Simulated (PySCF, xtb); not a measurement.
C4H8OS, SMILES CC(=O)[C@H](C)S.

Coordinates come from a B3LYP-D3(BJ)/def2-SVP optimisation. One conformer was computed; it need not be the lowest.

Calculation: PySCF with C-PCM-PBE0/def2-SVP.

The values are the electrostatic part of the solvation free energy, E(continuum) − E(gas) at the gas-phase geometry, in a cavity of scaled van der Waals radii (PySCF's table); cavitation and dispersion terms are not included. In vacuum the orbital gap is 6.19 eV. The dipole moment in vacuum is 3.38 D.

```
solvent                    ε  ΔG(elec) (kcal/mol)  dipole (D)  gap (eV)
---------------------  -----  -------------------  ----------  --------
water                  78.36                 -6.8        4.56      6.21
methanol               32.61                 -6.7        4.53      6.21
N,N-dimethylformamide  37.22                 -6.7        4.53      6.21
```

For comparison, GFN2-xTB/ALPB(water) (xtb, at the GFN2-xTB geometry, all terms of that model) gives -4.0 kcal/mol.
